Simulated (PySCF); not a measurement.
# Heteronuclear NMR

Structure with atom numbers: `[BH2:1][N:2]([BH2:3])[C:4]([CH3:5])([CH3:6])[CH3:7]`. Each H is labelled by its parent atom.

- PBE0-D3(BJ)/def2-SVP structure
- couplings computed with B3LYP/pcJ-1 (spin–dipole term only in couplings to heteroatoms)
- PBE0/pcSseg-1 with gauge-including orbitals
- program: PySCF 2.14
- rapidly exchanging positions averaged, relativity neglected, isolated molecule, one conformer

Where does $^{15}$N resonate?

Results:


```csv
atoms,environment,σ (ppm),δ (ppm)
N2,"nitrogen bonded to C, 2 B",20.7,-169.4
```

Shieldings were converted by a linear fit to measured shifts: $^{15}$N: δ = -150.45 − 0.916σ (rms 7.2 ppm, 79 shifts vs CH3NO2, solution or neat liquid). Occasional misses reach two or three times the rms, and more in compound classes unlike the fitted ones. Couplings are scaled by factors fitted to measured values: $^{2}J$(H,H) × 0.91 (rms 0.6 Hz); all others are unscaled and can be 10–30 % off.

Couplings (the largest are listed; each averaged over equivalent pairs): $^{1}J$(B1,N2) = -22.8 Hz, $^{1}J$(N2,C4) = -6.3 Hz, $^{2}J$(N2,H(B1)) = -2.9 Hz, $^{3}J$(N2,H(C5)) = -2.2 Hz. Signs are for $^{15}$N, whose magnetogyric ratio is negative.

On a 400 MHz spectrometer $^{15}$N resonates near 40.5 MHz, so 1 ppm is 40.5 Hz.
